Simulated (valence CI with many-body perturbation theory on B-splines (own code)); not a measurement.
**E1 transitions of La²⁶⁺**

Computed by relativistic CI+MBPT: three valence electrons over a frozen Dirac-Fock core [Ar] 3d10, radial functions for each j: 11 s, 11 p, 10 d, 8 f, 5 g, 2 h, with the one-electron correlation potential Σ1 (screened to all orders), the two-electron term Σ2, the three-electron term Σ3, Breit, model QED; selected single and double excitations, second order for the rest, scaled by the run's own slope (own B-spline code, finite nucleus).

The last digits are not significant, and no measured levels were compared; by estimate large intervals hold to a few tenths of a per cent, small ones and those within an open d or f shell to about a per cent.

Lines 201 to 250 of 554 in falling wavelength, among levels below 29.359 Ry, chosen from the strongest by gf and those to the six lowest levels. Wavelengths and rates use the calculated energies. Electric multipoles are in the length gauge, E1 and E2 with the static RPA response of the core. Weak lines are less certain than strong ones. Lines between different terms over intervals too small for the method are left out, as are lines whose strength nearly cancels. Where a level lies close to another of its J and parity, the split of strength between their lines is uncertain. The highest levels of a list are the least certain.

Levels are named by their leading jj configuration (3d3/2^4 stands for four electrons in 3d with j = 3/2), which in mixed levels can hold well under half, so a name can repeat and another be missing. Letters in brackets count levels of one name in rising energy.

| λ vac (nm) | Upper | Lower | A (s⁻¹) | S (a.u.) with core polarisation | S without |
| --- | --- | --- | --- | --- | --- |
| 12.14 | (4s 4p1/2 4d5/2) J=7/2 | (4s 4p1/2 4p3/2) J=5/2 | 5.16e+10 | 3.64e-01 | 3.90e-01 |
| 12.13 | (4p3/2 4d3/2 4d5/2) J=7/2 [c] | (4p3/2^2 4d3/2) J=5/2 | 1.66e+10 | 1.17e-01 | 1.26e-01 |
| 12.12 | (4p3/2 4d3/2 4d5/2) J=7/2 [b] | (4p3/2^2 4d5/2) J=9/2 | 3.68e+10 | 2.59e-01 | 2.78e-01 |
| 12.12 | (4s 4d3/2 4d5/2) J=5/2 [c] | (4s 4p3/2 4d3/2) J=5/2 [b] | 7.42e+10 | 3.91e-01 | 4.20e-01 |
| 12.12 | (4s 4p1/2 4d5/2) J=5/2 [a] | (4s 4p1/2 4p3/2) J=5/2 | 3.53e+10 | 1.86e-01 | 2.00e-01 |
| 12.09 | (4s 4d3/2 4d5/2) J=7/2 [a] | (4s 4p3/2 4d3/2) J=5/2 [a] | 3.91e+10 | 2.73e-01 | 2.94e-01 |
| 12.08 | (4s 4d3/2 4d5/2) J=3/2 [b] | (4s 4p3/2 4d5/2) J=3/2 [a] | 7.38e+10 | 2.57e-01 | 2.75e-01 |
| 12.08 | (4s 4d3/2 4d5/2) J=3/2 [c] | (4s 4p3/2 4d3/2) J=3/2 [b] | 7.26e+10 | 2.53e-01 | 2.71e-01 |
| 12.08 | (4s^2 4d3/2) J=3/2 | (4s^2 4p3/2) J=3/2 | 7.43e+10 | 2.58e-01 | 2.78e-01 |
| 12.07 | (4s 4p1/2 4d3/2) J=3/2 [b] | (4s 4p1/2 4p3/2) J=5/2 | 4.51e+09 | 1.57e-02 | 1.68e-02 |
| 12.07 | (4s 4p1/2 4d5/2) J=5/2 [b] | (4s 4p1/2 4p3/2) J=3/2 [b] | 1.18e+11 | 6.16e-01 | 6.61e-01 |
| 12.06 | (4p1/2 4d5/2^2) J=1/2 | (4p1/2 4p3/2 4d5/2) J=3/2 [b] | 1.66e+11 | 2.87e-01 | 3.08e-01 |
| 12.06 | (4p1/2 4p3/2 4f7/2) J=9/2 [a] | (4p1/2 4p3/2 4d5/2) J=7/2 [b] | 1.86e+10 | 1.61e-01 | 1.71e-01 |
| 12.06 | (4s 4d3/2 4d5/2) J=3/2 [c] | (4s 4p3/2 4d5/2) J=3/2 [b] | 5.96e+10 | 2.06e-01 | 2.22e-01 |
| 12.05 | (4p1/2 4p3/2 4d5/2) J=3/2 [b] | (4p1/2 4p3/2^2) J=1/2 | 7.45e+10 | 2.57e-01 | 2.76e-01 |
| 12.03 | (4p1/2 4d3/2 4d5/2) J=5/2 [a] | (4p1/2 4p3/2 4d3/2) J=5/2 [a] | 5.32e+10 | 2.74e-01 | 2.94e-01 |
| 12.02 | (4p3/2 4d5/2^2) J=9/2 [a] | (4p3/2^2 4d5/2) J=9/2 | 4.02e+10 | 3.44e-01 | 3.71e-01 |
| 12.02 | (4p1/2 4d5/2^2) J=3/2 | (4p1/2 4p3/2 4d5/2) J=3/2 [a] | 7.74e+10 | 2.65e-01 | 2.84e-01 |
| 12.02 | (4s 4d5/2^2) J=3/2 | (4s 4p3/2 4d5/2) J=5/2 [b] | 6.34e+10 | 2.17e-01 | 2.33e-01 |
| 12.01 | (4p3/2 4d3/2 4d5/2) J=3/2 [b] | (4p3/2^2 4d3/2) J=3/2 [b] | 7.18e+10 | 2.46e-01 | 2.64e-01 |
| 11.99 | (4p3/2 4d5/2^2) J=9/2 [b] | (4s 4p1/2 4f7/2) J=9/2 | 1.93e+10 | 1.65e-01 | 1.76e-01 |
| 11.99 | (4p1/2 4d5/2^2) J=7/2 | (4p1/2 4p3/2 4d5/2) J=7/2 [a] | 3.95e+10 | 2.69e-01 | 2.88e-01 |
| 11.97 | (4p3/2^2 4d5/2) J=1/2 | (4p3/2^3) J=3/2 | 1.66e+11 | 2.82e-01 | 3.03e-01 |
| 11.97 | (4s 4d5/2^2) J=1/2 | (4s 4p3/2 4d3/2) J=3/2 [b] | 8.84e+10 | 1.50e-01 | 1.61e-01 |
| 11.96 | (4p1/2 4p3/2 4d5/2) J=1/2 | (4p1/2 4p3/2^2) J=1/2 | 1.85e+11 | 3.13e-01 | 3.36e-01 |
| 11.95 | (4s 4d5/2^2) J=1/2 | (4s 4p3/2 4d5/2) J=3/2 [b] | 1.78e+11 | 2.99e-01 | 3.21e-01 |
| 11.94 | (4p1/2 4d5/2^2) J=5/2 | (4p1/2 4p3/2 4d5/2) J=5/2 [a] | 3.56e+10 | 1.80e-01 | 1.93e-01 |
| 11.93 | (4s 4d5/2^2) J=9/2 | (4s 4p3/2 4d3/2) J=7/2 | 2.22e+10 | 1.86e-01 | 2.02e-01 |
| 11.93 | (4s 4d5/2^2) J=7/2 | (4s 4p3/2 4d5/2) J=7/2 [b] | 6.38e+10 | 4.28e-01 | 4.60e-01 |
| 11.93 | (4p1/2 4d3/2 4d5/2) J=1/2 | (4p1/2 4p3/2 4d3/2) J=1/2 [a] | 1.04e+11 | 1.74e-01 | 1.87e-01 |
| 11.93 | (4p3/2 4d3/2^2) J=3/2 [c] | (4p3/2^2 4d3/2) J=5/2 | 4.62e+10 | 1.55e-01 | 1.66e-01 |
| 11.91 | (4p1/2 4p3/2 4d3/2) J=5/2 [b] | (4p1/2 4p3/2^2) J=5/2 | 5.45e+10 | 2.73e-01 | 2.93e-01 |
| 11.91 | (4s 4p3/2 4f7/2) J=7/2 | (4s 4p3/2 4d5/2) J=7/2 [a] | 3.87e+10 | 2.58e-01 | 2.77e-01 |
| 11.90 | (4s 4d5/2^2) J=3/2 | (4s 4p3/2 4d5/2) J=3/2 [b] | 1.43e+11 | 4.75e-01 | 5.11e-01 |
| 11.90 | (4s 4p3/2 4d5/2) J=5/2 [a] | (4s 4p3/2^2) J=5/2 | 1.49e+11 | 7.43e-01 | 7.98e-01 |
| 11.89 | (4p3/2^3) J=3/2 | (4s 4p1/2 4p3/2) J=3/2 [b] | 1.91e+09 | 6.36e-03 | 6.89e-03 |
| 11.89 | (4p3/2^2 4d3/2) J=3/2 [b] | (4p3/2^3) J=3/2 | 4.25e+10 | 1.41e-01 | 1.51e-01 |
| 11.88 | (4p1/2 4d3/2 4d5/2) J=1/2 | (4p1/2 4p3/2 4d3/2) J=3/2 [a] | 7.01e+10 | 1.16e-01 | 1.25e-01 |
| 11.87 | (4p1/2 4p3/2 4f7/2) J=5/2 [b] | (4p1/2 4p3/2 4d5/2) J=3/2 [b] | 4.43e+10 | 2.20e-01 | 2.33e-01 |
| 11.87 | (4p3/2 4d3/2 4d5/2) J=7/2 [c] | (4p3/2^2 4d5/2) J=7/2 | 2.96e+10 | 1.96e-01 | 2.10e-01 |
| 11.86 | (4s 4d3/2 4d5/2) J=1/2 | (4s 4p3/2 4d3/2) J=1/2 [b] | 1.96e+11 | 3.22e-01 | 3.47e-01 |
| 11.86 | (4p1/2 4p3/2 4d5/2) J=7/2 [b] | (4p1/2 4p3/2^2) J=5/2 | 7.17e+10 | 4.73e-01 | 5.05e-01 |
| 11.86 | (4s 4p3/2 4d5/2) J=1/2 | (4s 4p3/2^2) J=1/2 | 1.70e+11 | 2.79e-01 | 3.00e-01 |
| 11.82 | (4p3/2^2 4f7/2) J=9/2 | (4s 4p1/2 4f7/2) J=7/2 [b] | 2.26e+10 | 1.84e-01 | 1.98e-01 |
| 11.81 | (4p3/2 4d3/2 4d5/2) J=5/2 [d] | (4p3/2^2 4d5/2) J=7/2 | 9.15e+10 | 4.46e-01 | 4.79e-01 |
| 11.78 | (4p1/2 4p3/2 4f7/2) J=7/2 [b] | (4p1/2 4p3/2 4d5/2) J=7/2 [b] | 2.20e+10 | 1.42e-01 | 1.52e-01 |
| 11.75 | (4p1/2 4d3/2 4d5/2) J=3/2 [b] | (4p1/2 4p3/2 4d5/2) J=5/2 [a] | 6.79e+10 | 2.17e-01 | 2.33e-01 |
| 11.74 | (4s 4p1/2 4f7/2) J=5/2 | (4s 4p1/2 4d5/2) J=3/2 | 1.37e+11 | 6.58e-01 | 7.03e-01 |
| 11.74 | (4p3/2 4d5/2^2) J=9/2 [b] | (4s 4p1/2 4f7/2) J=7/2 [a] | 1.53e+10 | 1.22e-01 | 1.32e-01 |
| 11.73 | (4s 4p1/2 4d5/2) J=3/2 | (4s 4p1/2 4p3/2) J=3/2 [b] | 9.52e+10 | 3.03e-01 | 3.27e-01 |
